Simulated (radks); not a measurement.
All-electron atom: Hf II in [Xe] 4f14 5d1 6s2. Calculated with a radial shooting solver on a logarithmic mesh with Libxc functionals: Dirac Kohn-Sham, PBE, spin-unpolarised, spherical densities, finite nucleus; open shells are shared between the two j in proportion to 2j + 1; Fermi nuclear charge, rms radius 5.347 fm.

Normalised radial functions P(r) = r R(r) (large component), r in bohr:

```
   r/bohr * 5p1/2, o 4f7/2, + 5d3/2 (the largest magnitude, 1.21, reaches the edge; | marks zero, & curves that meet)
   0.0011                             &
 0.001735                             &
 0.002738                             &
  0.00432                             &*
 0.006815                             &*
  0.01075                             & *
  0.01697                             &  *
  0.02677                             o+   *
  0.04223                             o+   *
  0.06663                             |o*+
   0.1043                        *    |  o+
   0.1645                      *      |  +      o
   0.2596                          +  |   *               o
   0.4096                      +      |          *               o
   0.6462                      *      +                       o
     1.02      *                      |          +   o
    1.609             *               |     o         +
    2.538                         *   | o         +
    4.005                             &    +
    6.318                             &+
    9.968                             &
```

5p1/2: eigenvalue -50.342 eV, 3 radial nodes at r = 0.0765, 0.227, 0.569 bohr, <r> = 1.26 bohr, 90 % of the charge inside 1.85 bohr. 4f7/2: eigenvalue -25.313 eV, 0 radial nodes, <r> = 0.682 bohr, 90 % of the charge inside 1.16 bohr. 5d3/2: eigenvalue -11.013 eV, 2 radial nodes at r = 0.217, 0.658 bohr, <r> = 2.13 bohr, 90 % of the charge inside 3.37 bohr.
